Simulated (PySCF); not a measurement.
Vertical excitations of a molecule C2H9NSi3 from TDA-PBE/def2-SVPD (PySCF), as energy in eV (oscillator strength): 4.67 (0.043), 4.79 (0.000), 5.12 (0.001), 5.42 (0.005), 5.57 (0.002), 5.85 (0.004). Lowest triplet (TDA): 4.25 eV. Geometry: PBE-D3(BJ)/def2-SVP. The values are those of a single conformer.

Q: Which molecule gave these data?
A) N[SiH2][SiH2]C#C[SiH3]
B) C[Si@@H]1N=C[Si@@H]1[SiH3]
C) [SiH3]C1=N[Si@@H]([SiH3])C1
D) [SiH3]C#C[SiH2]N[SiH3]

A: D, [SiH3]C#C[SiH2]N[SiH3]
